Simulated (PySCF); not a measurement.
Vertical excitations of a molecule C2H5NO2Si from TDA-ωB97X/def2-SVPD (PySCF), as energy in eV (oscillator strength): 7.17 (0.002), 7.62 (0.002), 7.62 (0.001), 7.78 (0.000), 8.00 (0.005), 8.37 (0.000), 8.44 (0.009), 8.59 (0.034), 8.80 (0.086), 9.05 (0.028). Lowest triplet (TDA): 6.74 eV. The structure is a stationary point at B3LYP-D3(BJ)/def2-SVP. One conformer was computed; it need not be the lowest.

Question: Which structure fits?
(A) C=C1O[SiH](N)O1
(B) C1=NCO[SiH2]O1
(C) CO[SiH2]N=C=O
(D) CO[Si@@H]1N=CO1

Answer: C, CO[SiH2]N=C=O
